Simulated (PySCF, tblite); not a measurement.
Isomers of C3H11N2OSi (doublet state), one GFN2-xTB conformer each. Single-point energies are computed at B3LYP/pcH-1 (PySCF, gas phase, no added dispersion term), electronic only. GFN2-xTB treats the open shell by occupation alone, and not every SCF solution was tested for stability.

```tsv
SMILES	GFN2-xTB relative energy (kJ/mol)
CC(C)O[Si@H]([NH])N	55.2
[CH2][C@@H](C)O[SiH](N)N	69.7
CC(C)O[Si](N)N	16.0
C[C](C)O[SiH](N)N	0.0
```

Conformers: `[CH3:1][CH:2]([CH3:3])[O:4][Si@H:5]([NH:6])[NH2:7]` (doublet state) with C1–C2–O4–Si5 -163°, C2–O4–Si5–N6 -59°, O4–Si5–N6–H 166°, O4–Si5–N7–H 33° and 168°; `[CH2:1][C@@H:2]([CH3:3])[O:4][SiH:5]([NH2:6])[NH2:7]` (doublet state) with H–C1–C2–C3 58° and -119°, C1–C2–O4–Si5 148°, C2–O4–Si5–N6 -57°, O4–Si5–N6–H -41° and -179°, O4–Si5–N7–H 11° and 157°; `[CH3:1][CH:2]([CH3:3])[O:4][Si:5]([NH2:6])[NH2:7]` (doublet state) with C1–C2–O4–Si5 -171°, C2–O4–Si5–N6 44°, O4–Si5–N6–H -178° and 50°, O4–Si5–N7–H 161° and 27°; `[CH3:1][C:2]([CH3:3])[O:4][SiH:5]([NH2:6])[NH2:7]` (doublet state) with C1–C2–O4–Si5 7°, C2–O4–Si5–N6 -57°, O4–Si5–N6–H -53° and 172°, O4–Si5–N7–H -178° and 47°.

Problem. What does B3LYP/pcH-1 give for the same structures?

Solution. 
| SMILES | B3LYP/pcH-1 E (Eh) | B3LYP/pcH-1 (kJ/mol) | GFN2-xTB (kJ/mol) | point group |
| --- | --- | --- | --- | --- |
| CC(C)O[Si](N)N | -595.25568 | 0.0 | 16.0 | C1 |
| C[C](C)O[SiH](N)N | -595.25040 | 13.8 | 0.0 | C1 |
| [CH2][C@@H](C)O[SiH](N)N | -595.23694 | 49.2 | 69.7 | C1 |
| CC(C)O[Si@H]([NH])N | -595.22238 | 87.4 | 55.2 | C1 |

GFN2-xTB puts C[C](C)O[SiH](N)N lowest instead; measured from each level's own lowest isomer, the values differ by up to 32.2 kJ/mol (CC(C)O[Si@H]([NH])N: 55.2 against 87.4). Neighbours under 21 kJ/mol apart (CC(C)O[Si](N)N and C[C](C)O[SiH](N)N) can change places with a better method, another conformer or zero-point energy.

Problem. What happens when harmonic zero-point energies from GFN2-xTB frequencies are added?

Solution. 
```csv
SMILES,ZPE (kJ/mol),electronic (kJ/mol),with ZPE (kJ/mol)
CC(C)O[Si](N)N,387.9,0.0,0.0
C[C](C)O[SiH](N)N,374.2,13.8,0.1
[CH2][C@@H](C)O[SiH](N)N,368.9,49.2,30.3
CC(C)O[Si@H]([NH])N,376.1,87.4,75.7
```

The zero-point energies span 19.0 kJ/mol. The order is unchanged.

Problem. As an exercise, what shares would exp(−E/RT) give at 2000 K from these electronic energies alone (no entropy, no degeneracies)?

Solution. RT = 16.629 kJ/mol: CC(C)O[Si](N)N 67.0 %, C[C](C)O[SiH](N)N 29.1 %, [CH2][C@@H](C)O[SiH](N)N 3.5 %, CC(C)O[Si@H]([NH])N 0.3 %.
